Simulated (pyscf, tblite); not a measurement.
H₃C–C(CH₃)=C=OH⁺ -> H₃C–C⁺(CH₃)–CH=O: energy along the mass-weighted descent from the GFN2-xTB saddle (tblite), relative to the relaxed reactant side.

```
s (amu^1/2 bohr) | E (kcal/mol)
    -2.54 |  0.1
    -2.48 |  0.1
    -2.40 |  0.1
    -1.68 | ### 5.1
   -0.720 | ################### 37.7
    0.120 | ############################## 58.1
     1.08 | ############### 29.7
     2.04 | ######## 15.5
     2.40 | ######## 15.0
     2.53 | ######## 14.9
     2.67 | ######## 14.8
     2.78 | ######## 14.7
     2.87 | ######## 14.6
     2.98 | ######## 14.6
     3.08 | ####### 14.5
     3.15 | ####### 14.5
     3.22 | ####### 14.4
     3.30 | ####### 14.4
     3.37 | ####### 14.4
     3.42 | ####### 14.4
     3.50 | ####### 14.3
```

### Question
The GFN2-xTB barrier from the reactant side is 58.7 kcal/mol. What does ωB97X-D3(BJ) (PySCF) give from its own reactant-side minimum, in def2-SVP and in def2-TZVP?

### Answer
59.6 kcal/mol in the double-zeta basis after reoptimising the saddle, and 59.0 kcal/mol in the triple-zeta single point, so the tight-binding barrier lies 0.2 kcal/mol under the latter. The imaginary mode goes from 2003i to 2010i cm⁻¹.
